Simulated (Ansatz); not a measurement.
FGeH5SSi, SMILES F[SiH2][S][GeH3].

Geometry optimised at ωB97X-D3(BJ)/def2-SVP. The structure was generated by enumeration, and PubChem lists no compound with its InChIKey, so it may never have been made. Other conformers were not sampled.

Two levels are set side by side: PBE/def2-SVPD (Ansatz, an electronic-structure program) and CAM-B3LYP/def2-SVPD (Ansatz). Energy differences of separate SCF runs at the same geometry; the states with an electron removed or added have multiplicity 2 and 2. Differences are taken from unrounded values.

| quantity | CAM-B3LYP |
|---|---|
| vertical ionisation energy (eV) | 9.78 |
| vertical singlet–triplet gap (eV) | 5.56 |

What does PBE give, and how far is it from CAM-B3LYP? (Estimate from the structure and the level; the computed values follow.)


```json
[
 {"quantity": "vertical ionisation energy (eV)", "PBE": "9.52", "PBE minus CAM-B3LYP": "-0.26"},
 {"quantity": "vertical singlet–triplet gap (eV)", "PBE": "5.10", "PBE minus CAM-B3LYP": "-0.46"}
]
```
